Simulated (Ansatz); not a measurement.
**Worked example: the enthalpy of CH3I + H2O → CH4O + HI**

Species: CH3I (methyl iodide) `CI`, singlet; H2O `O`, singlet; CH4O `CO`, singlet; HI (hydrogen iodide), singlet. The partners trade I for OH: C–I and H–OH bonds give way to C–OH and H–I.

Shapes, held fixed at every level: PBE0-D4/def2-TZVP. Programs: Ansatz 0.2.0. The zero-point and thermal terms to 298 K, harmonic and unscaled (PBE0-D4/def2-TZVP), stand in the table.

At CCSD(T)/def2-SVP; 1 Eh = 2625.50 kJ/mol:

| species | energy (Eh) | H(298 K) − E (kJ/mol) | tabulated ΔfH (kJ/mol) |
| --- | --- | --- | --- |
| CH3I | -336.534457 | 107.0 | +15.0 |
| H2O | -76.174679 | 66.4 | -241.8 |
| CH4O | -115.323602 | 146.3 | -200.7 |
| HI | -297.375777 | 22.7 | +26.5 |

Problem. Work out the reaction enthalpy at 298 K from the calculation and from the table of heats.

Solution. 
1. Electronic: (-115.323602) + (-297.375777) − [(-336.534457) + (-76.174679)] = 0.009757 Eh = +25.6 kJ/mol.
2. Zero-point and thermal: (146.3) + (22.7) − [(107.0) + (66.4)] = -4.4 kJ/mol.
3. Computed ΔH = +21.2 kJ/mol.
4. From the heats of formation (Active Thermochemical Tables): (-200.7) + (26.5) − [(15.0) + (-241.8)] = +52.6 kJ/mol.
5. Computed less tabulated: -31.4 kJ/mol. Tabulated heats carry uncertainties of their own.

For atoms past krypton def2 sets carry core potentials with scalar relativity. Correlated rows may include outer-core shells of I, which these sets cover unevenly.
